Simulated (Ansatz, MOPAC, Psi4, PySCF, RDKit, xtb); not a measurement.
Dimer: C2H6 (SMILES CC) (first 8 atoms) with C3H6 (SMILES C=CC); geometry from B3LYP-D3(BJ)/def2-TZVP, rigid monomers moved along the line of their centres of mass till H4···C10 is 2.64 Å.
(charge 0, multiplicity 1):
```xyz
17

C      0.477    -0.542     0.485
C     -0.534     0.599     0.541
H      0.242    -1.242    -0.320
H      0.482    -1.104     1.421
H      1.489    -0.170     0.312
H     -0.557     1.156    -0.397
H     -0.292     1.302     1.339
H     -1.541     0.224     0.732
C     -1.271    -0.362     3.845
C      0.049    -0.458     3.944
C      1.010     0.676     3.785
H     -1.755     0.585     3.635
H     -1.914    -1.224     3.967
H      0.489    -1.430     4.152
H      1.697     0.493     2.954
H      0.490     1.616     3.597
H      1.625     0.798     4.681
```

```tsv
level	interaction energy (kJ/mol)
MMFF94	5.0
UFF	-4.5
GFN-FF	-4.3
AM1	3.0
PM3	-2.1
PM6	0.1
PM7	-5.3
GFN1-xTB	-3.3
GFN2-xTB	-3.1
HF/STO-3G (no counterpoise)	8.9
HF/3-21G (no counterpoise)	7.6
HF/6-31G*	14.2
HF/6-31G* (no counterpoise)	11.0
HF/aug-cc-pVDZ	14.5
PBE/def2-TZVPPD	4.2
PBE-D3(BJ)/def2-TZVPPD	-5.4
PBE-D4/def2-TZVPPD	-5.1
BP86/6-31G* (no counterpoise)	7.7
r2SCAN/def2-TZVPPD	-1.1
r2SCAN-D3(BJ)/def2-TZVPPD	-5.1
r2SCAN-D4/def2-TZVPPD	-4.6
B3LYP/3-21G (no counterpoise)	2.8
B3LYP/6-31G*	10.0
B3LYP/6-31G* (no counterpoise)	5.7
B3LYP/def2-TZVPPD	9.7
B3LYP-D3(BJ)/def2-TZVPPD	-4.9
B3LYP-D4/def2-TZVPPD	-4.0
PBE0/def2-TZVPPD	4.1
PBE0-D3(BJ)/def2-TZVPPD	-5.0
PBE0-D4/def2-TZVPPD	-4.5
M06-2X/6-31G* (no counterpoise)	-9.6
wB97X-V/def2-TZVPPD	-4.4
wB97M-V/def2-TZVPPD	-5.1
MP2/6-31G*	4.5
MP2/6-31G* (no counterpoise)	-2.1
MP2/aug-cc-pVDZ	-3.9
SCS-MP2/aug-cc-pVDZ	0.2
SAPT0/jun-cc-pV(D+d)Z	-0.6
```

The rows run from -9.6 (M06-2X/6-31G* (no counterpoise)) to 14.5 kJ/mol (HF/aug-cc-pVDZ). The dispersion term adds -9.6 in PBE-D3(BJ), -9.3 in PBE-D4, -4.0 in r2SCAN-D3(BJ). The 6 functionals in def2-TZVPPD without D3 or D4 span 14.7, from wB97M-V to B3LYP.

Counterpoise-corrected where a basis set is named; no monomer relaxation. Rows marked so take none. RDKit's UFF carries no charges.

Correlated levels freeze the cores. Rows in 3-21G, 6-31G*, STO-3G carry no dispersion term and start afresh at each structure (6-31G* with six Cartesian d functions). MP2/6-31G* freezes PySCF's default core. The state that AM1, PM3, PM6, PM7 reach isn't checked; PM7 holds dispersion and hydrogen-bond terms.

Programs: Ansatz (a quantum-chemistry and plane-wave program); MOPAC for AM1, PM3, PM6, PM7 (differences of heats of formation); Psi4 for SAPT; PySCF for 3-21G rows, 6-31G* rows, STO-3G rows, the dispersion terms; RDKit for the force fields; xtb for the GFN methods.
